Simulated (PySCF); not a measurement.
## Radial density of Pb (lead, neutral)

r2SCANh, [Xe] 4f14 5d10 6s2 6p2, high-spin 3P determinant. Computed with PySCF 2.14 in aug-cc-pVQZ-DK3, with the spin-free X2C one-electron Hamiltonian (Gaussian nucleus).

| r (bohr) | 4πr²ρ (e/bohr) | 4πr²(ρα − ρβ) |
| --- | --- | --- |
| 0.0128 | 113.5 | 0.0031 |
| 0.0215 | 100.6 | 0.0093 |
| 0.0362 | 137.8 | 0.0116 |
| 0.0609 | 145.5 | -0.0030 |
| 0.102 | 126.4 | 0.0074 |
| 0.172 | 126.5 | 0.0061 |
| 0.290 | 87.80 | 0.0276 |
| 0.487 | 66.24 | -0.0015 |
| 0.820 | 25.81 | 0.0821 |
| 1.38 | 11.42 | 0.0072 |
| 2.32 | 2.835 | 0.7158 |
| 3.90 | 0.6225 | 0.4646 |
| 6.56 | 0.04378 | 0.0423 |
| 11.0 | 0.0002992 | 0.0003 |

Densities and radii are taken from the X2C orbitals without a picture-change correction, which distorts them close to the nucleus.

Spin-orbit coupling is strong in this species (close to jj coupling), so the high-spin LS determinant is a model state, not a physical level.

(1) Where is the radial spin density 4πr²(ρα − ρβ) most negative, and why is it negative at all?

Results:

(1) Around r = 0.0609 bohr, down to -0.0030 e/bohr: exchange with the open shell polarises the paired shells in an unrestricted calculation.
